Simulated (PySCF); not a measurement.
# Working out the excitation energy of Be

Be [He] 2s2 (1S) → Be [He] 2p2 (3P). Computed with PySCF 2.14 in aug-cc-pCVTZ, with the non-relativistic Hamiltonian (point nucleus). Frozen: 1s2. Energies in hartree (1 hartree = 27.21139 eV):

```
            part  Be (lower)  Be (upper)
             UHF  -14.572876  -14.336009
CCSD correlation   -0.045794   -0.009147
             (T)    0.000000    0.000000
```

What does Hartree-Fock give?

(-14.336009) − (-14.572876) = 0.236867 hartree = 6.445 eV.

What do CCSD and CCSD(T) give?

The CCSD correlation energies differ by 0.036647 hartree = 0.997 eV and the triples by 0.000000 hartree = 0.000 eV, so CCSD gives 7.442 eV and CCSD(T) 7.442 eV.

Measured between the centres of the two terms (NIST): 7.401 eV, so CCSD(T) (valence) is off by 0.041 eV.

What remains against the reference includes basis incompleteness, the frozen core and higher excitations.
